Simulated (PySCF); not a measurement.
C₃H₄Cl₂Ge, SMILES ClC1=[CH][Ge@H]([Cl])[CH2]1. Atoms are numbered in the order given.

```xyz
10

Cl     3.1348     0.1660    -0.3001
C      1.3929     0.2067    -0.2186
C      0.6370     1.0574     0.5265
Ge    -0.9752     0.2696    -0.2278
Cl    -2.2308    -0.8782     1.1425
C      0.5478    -0.7560    -1.0277
H      0.9722     1.8417     1.2172
H     -1.9300     1.1039    -1.1161
H      0.6241    -1.8098    -0.6925
H      0.7057    -0.7036    -2.1237
```
Charge 0, spin multiplicity 1.

Coordinates come from a PBE-D3(BJ)/def2-SVP optimisation. The structure was generated by enumeration; whether it is a known compound was not checked.

Vertical ionisation energy (IE) and electron affinity (EA) in eV. Rows of orbital energies are one-electron estimates. Where ΔSCF, EOM or ADC give a negative EA the extra electron is unbound and the value depends on the basis.

```csv
level,IE,EA
"−ε(HOMO), −ε(LUMO), CAM-B3LYP/def2-TZVP (PySCF)",9.04,-0.19
"−ε(HOMO), −ε(LUMO), PBE/def2-TZVP (PySCF)",[?],[?]
```

Q: Complete the blanks. (The exact figures need the calculation; the answer reports its results.)

A: 
- −ε(HOMO), −ε(LUMO), PBE/def2-TZVP (PySCF), IE: 6.64
- −ε(HOMO), −ε(LUMO), PBE/def2-TZVP (PySCF), EA: 1.89
